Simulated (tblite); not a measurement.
CH₂ (SMILES [CH2]), triplet, geometry from GFN2-xTB; GFN1-xTB run with tblite.

The tblite input:
```
$ tblite run mol.xyz --method gfn1 --charge 0 --spin 2 --spin-polarized --json tblite.json --no-restart

# file mol.xyz
3

C     -0.00086561     0.10089553     0.01170220
H     -0.97847113    -0.31231328    -0.02467531
H      0.98366479    -0.29305989    -0.04553788
```

Task: What does tblite print? Leave out banner, timings and long lists.

Result: 
```
xTB calculator
 | screened Coulomb repulsion
 | Coulomb electrostatics
 |  * isotropic Klopman-Ohno-Mataga-Nishimoto electrostatics
 |  * onsite third-order electrostatics
 | DFT-D3(BJ) dispersion correction
 | Interactions (1)
 | [1] spin polarization

halogen bonding energy    0.0000000000000E+00 Eh
repulsion energy          4.1164768561602E-02 Eh
dispersion energy        -1.9193502939596E-04 Eh
interaction energy        0.0000000000000E+00 Eh
number of electrons       6.0000000000000E+00 e
integral cutoff           1.9731147476801E+01 bohr

------------------------------------------------------------
  cycle        total energy    energy error   density error
------------------------------------------------------------
      1     -3.018722843892  -3.0596957E+00   6.4300555E-01
      2     -3.021982666706  -3.2598228E-03   3.9600519E-01
      3     -3.024870920720  -2.8882540E-03   3.7010492E-02
      4     -3.025038784623  -1.6786390E-04   7.8771419E-03
      5     -3.025046866642  -8.0820192E-06   1.4112488E-03
      6     -3.025047313128  -4.4648604E-07   5.0191540E-05
      7     -3.025047313140  -1.2143619E-11   1.5193225E-05
------------------------------------------------------------

electronic energy        -3.0660201466724E+00 Eh
total energy             -3.0250473131402E+00 Eh

Post processing:
 | Mayer-Wiberg bond orders

[Info] JSON dump of results written to 'tblite.json'
```
